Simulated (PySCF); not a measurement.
C3H3BrF2, SMILES [C@@H]1(F)[C@@H]([C@H]1Br)F. Atoms are numbered in the order given.

```xyz
9

F     -2.1992     0.2030     1.3852
C     -1.2020    -0.4380     0.7491
C     -1.2020    -0.4380    -0.7491
F     -2.1992     0.2030    -1.3852
C     -0.2187     0.4026     0.0000
Br     1.6420     0.0108     0.0000
H     -0.8534    -1.3339     1.2746
H     -0.8534    -1.3339    -1.2746
H     -0.4414     1.4737     0.0000
```

Geometry optimised at PBE0-D3(BJ)/def2-SVP. The structure was generated by enumeration; whether it is a known compound was not checked.

Two levels are set side by side: PBE/pcSseg-1 (PySCF) and PBE0/pcSseg-1 (PySCF). GIAO shifts against CFCl3 (¹⁹F), TMS (¹H), TMS (¹³C) at the same level; non-relativistic, no solvent, atoms listed together averaged. Without spin–orbit terms, shifts of atoms bonded to Cl or Br come out too high at both levels. Differences are taken from unrounded values.

```json
[
 {"quantity": "δ(¹⁹F) of F1, F4 (ppm)", "PBE": "-265.8"},
 {"quantity": "δ(¹³C) of C2, C3 (ppm)", "PBE": "83.4"},
 {"quantity": "δ(¹³C) of C5 (ppm)", "PBE": "36.3"},
 {"quantity": "δ(¹H) of H7, H8 (ppm)", "PBE": "4.43"},
 {"quantity": "δ(¹H) of H9 (ppm)", "PBE": "3.22"}
]
```

Task: These are the PBE values. What does PBE0 give? (Estimate from the structure and the level; the computed values follow.)

Result: 
```json
[
 {"quantity": "δ(¹⁹F) of F1, F4 (ppm)", "PBE0": "-248.4", "PBE minus PBE0": "-17.4"},
 {"quantity": "δ(¹³C) of C2, C3 (ppm)", "PBE0": "79.1", "PBE minus PBE0": "4.2"},
 {"quantity": "δ(¹³C) of C5 (ppm)", "PBE0": "34.0", "PBE minus PBE0": "2.3"},
 {"quantity": "δ(¹H) of H7, H8 (ppm)", "PBE0": "4.37", "PBE minus PBE0": "0.07"},
 {"quantity": "δ(¹H) of H9 (ppm)", "PBE0": "3.31", "PBE minus PBE0": "-0.08"}
]
```

Rough cost on one machine, each run with all the roots and properties that it gave: PBE0 against PBE within a factor of 2.
